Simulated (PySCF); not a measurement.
Isomers of C8H15B, from PBE0-D3(BJ)/def2-SVP geometry optimisation, gas phase in PySCF 2.14.0. One conformer each, no zero-point energy, no frequencies.

Question: Which is lowest in electronic energy at this level?
A. `[CH2:1]=[CH:2][CH2:3][C@H:4]1[BH:5][CH2:6][CH2:7][CH2:8][CH2:9]1` with C1–C2–C3–C4 -114°, C2–C3–C4–B5 167°, C3–C4–B5–C6 156°, C4–B5–C6–C7 -22°, B5–C6–C7–C8 40°, C6–C7–C8–C9 -59°: A = 3713, B = 833.2, C = 725.3 MHz, dipole 0.77 D
B. `CB(C)C(C)=C=C(C)C`: A = 2340, B = 878.4, C = 755.0 MHz, dipole 0.80 D
C. `C1C[C@H]2B[C@@H](C1)CCC2`: A = 2244, B = 1849, C = 1410 MHz, dipole 0.71 D

Answer: C. That is `C1[C@H]2B[C@@H](CC1)CCC2`, 18.0 kcal/mol below the next.

```tsv
SMILES	mapped SMILES	E (Eh)	relative (kcal/mol)	relative (kJ/mol)	dipole (D)
B1[C@H]2CCC[C@@H]1CCC2	[BH:1]1[C@H:2]2[CH2:3][CH2:4][CH2:5][C@@H:6]1[CH2:7][CH2:8][CH2:9]2	-338.09467	0.0	0.0	0.71
C=CC[C@H]1BCCCC1	[CH2:1]=[CH:2][CH2:3][C@H:4]1[BH:5][CH2:6][CH2:7][CH2:8][CH2:9]1	-338.06594	18.0	75.4	0.77
CB(C)C(C)=C=C(C)C	[CH3:1][B:2]([CH3:3])[C:4]([CH3:5])=[C:6]=[C:7]([CH3:8])[CH3:9]	-338.05763	23.2	97.2	0.80
```

As drawn, the highest has cumulated double bonds and a C=C bond outside aromatic rings, which the lowest lacks.
